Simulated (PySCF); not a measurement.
**Static response to an electric field**

Compound: (Cl3Si)2Se.
Cartesian coordinates in Å at the PBE0-D3(BJ)/def2-SVP level; atoms count from 1:
```xyz
9
Cl6SeSi2 angstrom
Si     0.964   -1.273    0.699
Cl     0.786    0.021    2.270
Cl     2.741   -0.923   -0.241
Cl     0.958   -3.193    1.393
Se    -0.786   -1.153   -0.736
Si    -1.047    1.098   -0.802
Cl     0.734    2.086   -0.952
Cl    -2.162    1.445   -2.476
Cl    -2.055    1.822    0.819
```

Level: wB97X-D/def2-SVPD (PySCF), static field, nuclei fixed, core orbitals frozen in the response. The polarisability tensor in these axes (au):

```
x   151.74 -14.10  10.52
y   -14.10 157.94 -10.32
z    10.52 -10.32 146.16
```

**Question.** Diagonalise the tensor; give its mean and Δα, where Δα² is half the sum of the squared differences of the eigenvalues.

**Answer.** Principal values 138.04, 141.41 and 176.39 au; mean 151.95 au = 22.52 Å³ = 25.05 × 10⁻⁴⁰ C²·m²/J; Δα = 36.77 au (24 % of the mean).

**Question.** What is the dipole moment, and where does it point?

**Answer.** (-0.18, -0.27, -0.15) D, 0.36 D in size, pointing from the negative to the positive side. Measured along this direction, the outermost atoms are Cl7 at the negative end and Se5 at the positive end.

**Question.** In a dilute gas of rigid molecules at 298 K, how does the orientational term μ²/3kT compare with the electronic polarisability?

**Answer.** In Gaussian units μ²/3kT = 1.03 Å³ against 22.52 Å³, a ratio of 0.05; the Debye molar polarisation (4π/3)N_A(α + μ²/3kT) is 59.4 cm³/mol, leaving out the vibrational part.

**Question.** Form Σ f/ω² (atomic units) for the 10 lowest TDDFT singlets, given as eV and f, and set it beside the mean polarisability, which is this sum over all singlets: 5.23, 0.0000; 5.71, 0.0063; 6.32, 0.0096; 6.73, 0.0036; 7.15, 0.0868; 7.23, 0.0007; 7.26, 0.0013; 7.28, 0.0210; 7.40, 0.0019; 7.49, 0.0235.

**Answer.** They add up to 2.29 au, 1.5 % of the 151.95 au; the largest single term is 1.26 au, from the state at 7.15 eV. Terms in order: 0.00, 0.14, 0.18, 0.06, 1.26, 0.01, 0.02, 0.29, 0.03, 0.31 au. Higher excitations give the rest. The strengths listed sum to 0.155.

**Question.** Estimate the molar refractivity from the static electronic polarisability.

**Answer.** Lorentz–Lorenz: R = (4π/3)N_A α = 2.5225 cm³/(mol·Å³) × 22.52 Å³ = 56.8 cm³/mol, in the limit of long wavelengths.

**Question.** What would n − 1 = 2πNα be for an ideal gas of these molecules at 273.15 K and 1 atm, electronic part alone?

**Answer.** N = p/kT = 2.6868 × 10¹⁹ cm⁻³, so n − 1 = 2π × N × 22.52 × 10⁻²⁴ cm³ = 3801 × 10⁻⁶ at long wavelengths.

**Question.** What are the principal values of the traceless quadrupole moment, Θ = ½Σq(3rr − r²1), about the centre of nuclear charge?

**Answer.** -1.38, -0.51, 1.88 D·Å. The values depend on the origin, since the dipole doesn't vanish. The electronic extent ⟨r²⟩ about the same centre is 4141 bohr², a root-mean-square distance of 2.66 Å for the 164 electrons.

Isolated species at its PBE0-D3(BJ)/def2-SVP geometry, gas phase. The calculation is non-relativistic, for selenium too.

The run behind these numbers computed excited states as well. On Intel Xeon at 2.70 GHz, one thread, shared host with 64 logical CPUs at a one-minute load of 63, this took 2.5 min of wall time (grids of density and orbitals included) and 1.4 GiB of memory at its peak.
